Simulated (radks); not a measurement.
Species: Ru XXI. Configuration: [Ar] 3d6 (the NIST ground configuration). Calculated with a radial shooting solver on a logarithmic mesh with Libxc functionals: Dirac Kohn-Sham, LB94 model potential, spin-unpolarised, spherical densities, finite nucleus; open shells fill j = l - 1/2 first; Fermi nuclear charge, rms radius 4.4809 fm.

Normalised radial functions P(r) = r R(r) (large component), r in bohr:

```
   r/bohr * 2p1/2, o 3p1/2, + 3d5/2 (the largest magnitude, 2.74, reaches the edge; | marks zero, & curves that meet)
 0.003104                             &
 0.003883                             &*
 0.004858                             &*
 0.006078                             &*
 0.007543                             +&
 0.009437                             +o*
  0.01181                             +o *
  0.01477                             + o *
  0.01848                             +  o  *
  0.02293                             +   o   *
  0.02869                             +    o     *
   0.0359                             |+    o       *
  0.04491                             |+      o         *
  0.05618                             | +      o            *
  0.06973                             |  +      o              *
  0.08724                             |    +    o                *
   0.1091                             |      &                   *
   0.1365                             |  o      +             *
   0.1708                          o  |            +     *
   0.2137                   o         |            *  +
   0.2652              o              |      *         +
   0.3318           o                 |  *            +
   0.4151             o               |*            +
   0.5194                 o           *         +
   0.6498                       o     *     +
   0.8064                          o  *  +
    1.009                            o*+
    1.262                             &
```

2p1/2: eigenvalue -3637.2 eV, 0 radial nodes, <r> = 0.123 bohr, 90 % of the charge inside 0.201 bohr. 3p1/2: eigenvalue -1087.0 eV, 1 radial node at r = 0.152 bohr, <r> = 0.374 bohr, 90 % of the charge inside 0.560 bohr. 3d5/2: eigenvalue -903.62 eV, 0 radial nodes, <r> = 0.350 bohr, 90 % of the charge inside 0.546 bohr.
